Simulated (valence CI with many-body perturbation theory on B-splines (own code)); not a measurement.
## E1 line list for Cd XLIII

Method: relativistic CI+MBPT: four valence electrons over a frozen Dirac-Fock core [He], radial functions for each j: 11 s, 11 p, 10 d, 8 f, 5 g, 2 h, with the one-electron correlation potential Σ1, the two-electron term Σ2, the three-electron term Σ3, Breit, model QED; selected CI, second order for the rest, scaled by the run's own slope (own B-spline code, finite nucleus).

No measured spectrum was set against this ion. As an estimate, large intervals hold to a few tenths of a per cent, small ones and those within an open d or f shell to about a per cent. Among the levels kept, up to 760 cm⁻¹ of a level comes from second order outside the variational space, and about a tenth of that is noise between levels of different J, which matters for small intervals.

Lines 151 to 200 of 545 in falling wavelength, among levels below 4762.0 eV, chosen from the strongest by gf and those to the six lowest levels. Wavelengths and rates use the calculated energies. Electric multipoles are in the length gauge with retardation, E1 and E2 with the static RPA response of the core. Weak lines are less certain than strong ones. Lines between different terms over intervals too small for the method are left out, as are lines whose strength nearly cancels. The highest levels of a list are the least certain.

Levels are named by their leading jj configuration (3d3/2^4 stands for four electrons in 3d with j = 3/2), which in mixed levels can hold well under half, so a name can repeat and another be missing. Letters in brackets count levels of one name in rising energy.

```tsv
λ vac (nm)	Upper	Lower	A (s⁻¹)	S (a.u.) with core polarisation	S without
6.148	(2p1/2 2p3/2^2 3p3/2) J=4	(2s 2p3/2^2 3p3/2) J=4	2.21e+10	2.29e-02	2.29e-02
6.088	(2p1/2^2 2p3/2 3s) J=2	(2s 2p1/2 2p3/2 3s) J=3	3.55e+10	1.98e-02	1.98e-02
6.053	(2s 2p1/2 2p3/2^2) J=2 [b]	(2s^2 2p3/2^2) J=2	9.01e+09	4.93e-03	4.94e-03
5.926	(2s 2p1/2 2p3/2^2) J=1 [b]	(2s^2 2p3/2^2) J=2	3.96e+09	1.22e-03	1.22e-03
5.807	(2p1/2 2p3/2^3) J=2	(2s 2p3/2^3) J=2	3.55e+10	1.71e-02	1.72e-02
5.525	(2p1/2^2 2p3/2^2) J=2	(2s 2p1/2 2p3/2^2) J=3	5.59e+10	2.33e-02	2.33e-02
3.771	(2s 2p3/2^2 3d5/2) J=5	(2s^2 2p3/2 3d5/2) J=4	5.09e+10	1.48e-02	1.48e-02
3.758	(2p1/2 2p3/2^2 3p3/2) J=2 [a]	(2s 2p1/2 2p3/2 3p3/2) J=1 [c]	9.27e+10	1.21e-02	1.22e-02
3.724	(2p1/2 2p3/2^2 3d3/2) J=1	(2s 2p1/2 2p3/2 3d3/2) J=1 [c]	1.31e+11	1.00e-02	1.00e-02
3.710	(2p1/2 2p3/2^2 3d5/2) J=4	(2s 2p1/2 2p3/2 3d5/2) J=3 [c]	8.84e+10	2.01e-02	2.01e-02
3.696	(2s 2p3/2^2 3p1/2) J=3	(2s^2 2p3/2 3p1/2) J=2	6.22e+10	1.09e-02	1.09e-02
3.696	(2s 2p3/2^2 3p3/2) J=4	(2s^2 2p3/2 3p3/2) J=3	4.58e+10	1.03e-02	1.03e-02
3.695	(2p1/2 2p3/2^2 3d3/2) J=2	(2s 2p1/2 2p3/2 3d3/2) J=2 [c]	8.12e+10	1.01e-02	1.01e-02
3.656	(2s 2p1/2 2p3/2^2) J=2 [a]	(2s^2 2p1/2 2p3/2) J=1	7.87e+10	9.49e-03	9.51e-03
3.655	(2p1/2 2p3/2^2 3p3/2) J=3 [a]	(2s 2p1/2 2p3/2 3p3/2) J=2 [c]	1.15e+11	1.95e-02	1.95e-02
3.643	(2p1/2 2p3/2^2 3s) J=2 [a]	(2s 2p1/2 2p3/2 3s) J=1 [c]	1.02e+11	1.22e-02	1.23e-02
3.643	(2p1/2 2p3/2^2 3d3/2) J=3	(2s 2p1/2 2p3/2 3d3/2) J=2 [c]	6.00e+10	1.00e-02	1.00e-02
3.587	(2p1/2 2p3/2^2 3p3/2) J=3 [b]	(2s 2p1/2 2p3/2 3p3/2) J=2 [d]	6.53e+10	1.04e-02	1.04e-02
3.490	(2s 2p1/2 2p3/2^2) J=3	(2s^2 2p1/2 2p3/2) J=2	6.80e+10	9.99e-03	1.00e-02
3.488	(2p1/2 2p3/2^2 3p3/2) J=4	(2s 2p1/2 2p3/2 3p3/2) J=3 [c]	1.67e+11	3.14e-02	3.15e-02
3.486	(2p1/2 2p3/2^2 3p1/2) J=2 [b]	(2s 2p1/2 2p3/2 3p1/2) J=1 [c]	1.59e+11	1.66e-02	1.67e-02
3.430	(2p1/2 2p3/2^2 3s) J=3	(2s 2p1/2 2p3/2 3s) J=2 [c]	1.53e+11	2.14e-02	2.14e-02
3.412	(2p1/2 2p3/2^2 3p1/2) J=3	(2s 2p1/2 2p3/2 3p1/2) J=2 [c]	1.37e+11	1.88e-02	1.89e-02
3.372	(2p1/2 2p3/2^2 3p3/2) J=2 [b]	(2s 2p1/2 2p3/2 3p3/2) J=1 [d]	1.52e+11	1.44e-02	1.44e-02
3.369	(2p1/2 2p3/2^3) J=1	(2s 2p1/2 2p3/2^2) J=1 [b]	2.12e+11	1.20e-02	1.20e-02
3.362	(2p1/2 2p3/2^2 3s) J=2 [b]	(2s 2p1/2 2p3/2 3s) J=1 [b]	1.40e+11	1.32e-02	1.32e-02
3.289	(2s 2p3/2^2 3d5/2) J=4 [b]	(2s^2 2p3/2 3d5/2) J=3	8.75e+10	1.38e-02	1.39e-02
3.273	(2s 2p3/2^3) J=2	(2s^2 2p3/2^2) J=2	2.99e+11	2.59e-02	2.60e-02
3.271	(2s 2p1/2 2p3/2 3d5/2) J=4 [c]	(2s^2 2p1/2 3d5/2) J=3	2.27e+11	3.53e-02	3.54e-02
3.257	(2s 2p1/2 2p3/2 3d5/2) J=3 [c]	(2s^2 2p1/2 3d5/2) J=2	2.58e+11	3.08e-02	3.09e-02
3.254	(2s 2p1/2 2p3/2 3p3/2) J=3 [c]	(2s^2 2p1/2 3p3/2) J=2	2.65e+11	3.16e-02	3.16e-02
3.242	(2p1/2 2p3/2^3) J=1	(2s 2p1/2 2p3/2^2) J=1 [a]	2.12e+11	1.07e-02	1.07e-02
3.235	(2s 2p3/2^2 3d5/2) J=2 [b]	(2s^2 2p3/2 3d5/2) J=1	1.69e+11	1.41e-02	1.41e-02
3.229	(2p1/2^2 2p3/2^2) J=2	(2s 2p1/2^2 2p3/2) J=1	1.98e+11	1.64e-02	1.65e-02
3.229	(2s 2p3/2^2 3s) J=3	(2s^2 2p1/2 3d3/2) J=2	1.02e+11	1.19e-02	1.19e-02
3.226	(2s 2p3/2^2 3d5/2) J=3 [c]	(2s^2 2p3/2 3d5/2) J=3	2.22e+11	2.58e-02	2.58e-02
3.226	(2s 2p1/2 2p3/2 3p3/2) J=2 [c]	(2s^2 2p1/2 3p3/2) J=1	2.96e+11	2.46e-02	2.46e-02
3.217	(2p3/2^4) J=0	(2s 2p3/2^3) J=1	1.08e+12	1.78e-02	1.79e-02
3.207	(2s 2p1/2 2p3/2 3d3/2) J=3 [c]	(2s^2 2p1/2 3d3/2) J=2	1.27e+11	1.45e-02	1.46e-02
3.205	(2p1/2 2p3/2^2 3p3/2) J=1 [c]	(2s 2p1/2 2p3/2 3p3/2) J=1 [c]	1.74e+11	8.46e-03	8.48e-03
3.205	(2s 2p1/2 2p3/2 3d3/2) J=2 [d]	(2s^2 2p1/2 3d3/2) J=1	2.47e+11	2.01e-02	2.01e-02
3.203	(2s 2p1/2 2p3/2 3p1/2) J=2 [c]	(2s^2 2p1/2 3p1/2) J=1	2.71e+11	2.20e-02	2.20e-02
3.199	(2p1/2 2p3/2^3) J=2	(2s 2p1/2 2p3/2^2) J=2 [b]	4.42e+11	3.57e-02	3.58e-02
3.199	(2p1/2 2p3/2^2 3p3/2) J=2 [c]	(2s 2p1/2 2p3/2 3p3/2) J=2 [d]	2.30e+11	1.86e-02	1.86e-02
3.198	(2p1/2 2p3/2^2 3p3/2) J=3 [b]	(2s 2p1/2 2p3/2 3p3/2) J=3 [b]	1.58e+11	1.78e-02	1.79e-02
3.196	(2s 2p1/2 2p3/2 3p1/2) J=1 [b]	(2s^2 2p1/2 3p1/2) J=1	3.62e+11	1.75e-02	1.75e-02
3.193	(2s 2p1/2 2p3/2 3d5/2) J=3 [d]	(2s^2 2p1/2 3d5/2) J=3	3.23e+11	3.63e-02	3.64e-02
3.193	(2s 2p1/2 2p3/2 3s) J=1 [b]	(2s^2 2p1/2 3s) J=0	2.00e+11	9.64e-03	9.66e-03
3.190	(2p1/2^2 2p3/2 3p3/2) J=1	(2s 2p1/2^2 3p3/2) J=1	1.96e+11	9.41e-03	9.43e-03
3.189	(2s 2p1/2 2p3/2 3p1/2) J=1 [c]	(2s^2 2p1/2 3p1/2) J=0	3.16e+11	1.52e-02	1.52e-02
```
